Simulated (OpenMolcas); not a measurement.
Ionisation energies of hafnium

```
Program             : OpenMolcas 26.06
Basis               : ANO-R2 [8s6p5d3f1g]
Scalar Hamiltonian  : X2C, finite nucleus
Spin-orbit coupling : state interaction with AMFI integrals over the reference wave functions, term energies averaged over their components
```

Active shells in each charge state: the valence d, s shells, with orbitals averaged over the low states. Where CASPT2's correlated closed shells are named, they are those of the first ion.

A. CASSCF
B. SS-CASPT2, IPEA 0.25 Eh, imaginary shift 0.1 Eh (closed shells correlated: 5s 5p)
C. SS-CASPT2, IPEA 0 Eh, imaginary shift 0.1 Eh (closed shells correlated: 5s 5p)
D. SS-CASPT2, IPEA 0.25 Eh, imaginary shift 0.1 Eh (closed shells correlated: 4f 5s 5p)

Energies in eV between the lowest computed levels, named as in B; reference values from the NIST Atomic Spectra Database with their kind.

```csv
From,To,A,B,C,D,Spin-orbit share in B,Reference
Hf 5d2 6s2 3F2,Hf+ 5d 6s2 2D 3/2,5.749,6.642,6.757,6.792,+0.119,6.825 (measured)
Hf+ 5d 6s2 2D 3/2,Hf2+ 5d2 3F2,13.269,14.271,14.363,14.508,-0.301,14.610 (theoretical)
```

Other lowest levels: A, Hf 5d2 6s2 3F2 to 5d2 6s 4F 3/2; A, Hf+ 5d2 6s 4F 3/2 to 5d2 3F2.

Error against the reference values, in %:

| From | Reference | A | B | C | D |
| --- | --- | --- | --- | --- | --- |
| Hf | measured | -15.8 | -2.7 | -1.0 | -0.5 |
| Hf+ | theoretical | -9.2 | -2.3 | -1.7 | -0.7 |

Absolute error against the one measured value: A 1.08 eV, B 0.18 eV, C 0.07 eV, D 0.03 eV. D lies closest.

The lowest level within the active space need not be the ion's true ground level.
